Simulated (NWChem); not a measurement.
Atomisation of iodine (I$_{2}$)

```
I
I 1 2.6824
```
Charge 0, spin multiplicity 1.

The numbers come from NWChem runs, not from measurements. The geometry was optimised at PBE0/def2-SVP with def2 effective core potentials on I, a minimum by its harmonic frequencies.

Basis set: def2-TZVP. The atomisation energy is electronic alone: no zero-point, thermal, spin-orbit or counterpoise terms. No value is extrapolated to the basis-set limit. Free atoms are single determinants with multiplicities I 2.

Effective core potentials replace the inner electrons of I; spin-orbit coupling is left out. B3LYP has NWChem's definition, with VWN1-RPA local correlation. The stability of the SCF solutions was not checked. Open-shell Hartree-Fock references start from PBE0 orbitals.

Task: Order these methods by the atomisation energy they give, lowest first: HF, PBE0, B3LYP, PBE.

Result: HF (13.9 kcal/mol), B3LYP (43.0 kcal/mol), PBE0 (46.5 kcal/mol), PBE (50.8 kcal/mol)
